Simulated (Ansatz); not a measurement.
Reaction (homolysis of the O–Si bond): `BO[SiH2]C#C` → `B[O]`• + `C#C[SiH2]`•

Isolated molecules relaxed with PBE0-D4/def2-TZVP in Ansatz; ΔE leaves out vibrations. CCSD(T)/CBS adds triple-zeta CCSD(T) − MP2 to the extrapolated MP2 energy (def2 sets, frozen cores). This one scheme is used for every species. Functionals use def2-TZVPP. HSE06 is defined as in plane-wave codes. No spin–orbit coupling; open shells (•) take unrestricted orbitals. Each species was taken in one conformer, which may not be the lowest.

Problem. What is ΔE at CCSD(T)/CBS? (An estimate is asked.)

Solution. The calculation gave: +113.8 kcal/mol.

Problem. What do these levels give: LDA (SPW92), revPBE-D4, B2PLYP, BLYP, HSE06, MP2/def2-SVP? (Estimate.)

Solution. The calculation gave: LDA (SPW92) 108.5, revPBE-D4 94.2, B2PLYP 107.7, BLYP 93.1, HSE06 101.0, MP2/def2-SVP 117.3 kcal/mol.

Largest T1 diagnostic among the species: 0.040.

Leaving LDA and LC-ωPBE aside and taking each functional with its dispersion term where it has one, the values, not all of them listed here, spread over 17.3 kcal/mol, from revPBE-D4 to PBE-QIDH. LDA lies +13.4 kcal/mol from PBE without D4, its usual overbinding. In def2-TZVPP, CCSD(T) changes the Hartree–Fock value by +22.1 kcal/mol (the triples alone add +0.9 kcal/mol) and MP2 by +38.2 kcal/mol; breaking electron pairs costs correlation energy, which Hartree–Fock lacks. At CCSD(T), def2-SVP lies −12.3 kcal/mol from the extrapolated value and def2-TZVPP −3.8 kcal/mol: correlation converges slowly with the basis, and small sets miss more of it in the bonded molecule than in its fragments.
